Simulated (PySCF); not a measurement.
PySCF input for CF₃O₂S, SMILES O=[S](C(F)(F)F)=O, multiplicity 2, PBE0/pcH-1. Coordinates come from a B3LYP-D3(BJ)/def2-SVP optimisation. The isomer is the one that the SMILES or the coordinates give; other isomers of the formula were not compared.

```python
import numpy as np
from pyscf import gto, scf, dft
from pyscf.prop.hfc import uks as hfc

mol = gto.M(
    atom='''
    O     1.48858613   -0.20660799    1.29918956
    S     1.03278404    0.34011869    0.00000000
    O     1.48858614   -0.20660798   -1.29918955
    C    -0.88393803   -0.00744054   -0.00000000
    F    -1.09021797   -1.31018873   -0.00000000
    F    -1.40146293    0.53889836   -1.08480037
    F    -1.40146294    0.53889836    1.08480036
    ''',
    basis='pcH-1',
    charge=0,
    spin=1,
    max_memory=1600,
    verbose=3,
)
mf = dft.UKS(mol, xc='pbe0').density_fit(auxbasis='def2-universal-jkfit')
mf.grids.level = 3
mf.conv_tol = 1e-10
mf.max_cycle = 100
mf.kernel()
fine, coarse = mf.grids, dft.Grids(mol).set(level=1).build(with_non0tab=True)
for _ in range(3):  # follow internal instabilities
    mf.grids = coarse
    mo, _, stable, _ = mf.stability(return_status=True, nroots=4)
    mf.grids = fine
    if stable:
        break
    mf.kernel(mf.make_rdm1(mo, mf.mo_occ))
A = hfc.HFC(mf).make_fcdip(mf.make_rdm1())  # Fermi contact and dipolar terms, MHz
print('atom   A(iso)/MHz   principal dipolar parts/MHz')
for i, a in enumerate(A):
    w = np.linalg.eigvalsh((a + a.T) / 2)
    print(f'{mol.atom_symbol(i):2s}{i + 1:3d} {w.mean():12.2f}', (w - w.mean()).round(2))
```

Output:

```

WARN: HOMO -0.246693612268913 >= LUMO -0.246693612268885

converged SCF energy = -885.556362914311  <S^2> = 0.75759204  2S+1 = 2.0075777
<class 'pyscf.df.df_jk.DFUKS'> wavefunction is stable in the internal stability analysis
atom   A(iso)/MHz   principal dipolar parts/MHz
O   1       -11.89 [-100.94   47.84   53.1 ]
S   2       171.78 [-32.83 -26.04  58.86]
O   3       -11.89 [-100.94   47.84   53.1 ]
C   4       199.98 [-17.63 -17.16  34.79]
F   5        79.06 [-64.31 -60.17 124.48]
F   6        30.39 [-33.76 -30.61  64.37]
F   7        30.39 [-33.76 -30.61  64.37]
```

The calculation finished and met its thresholds.

Cost: about 4 core-minutes (a rough figure).
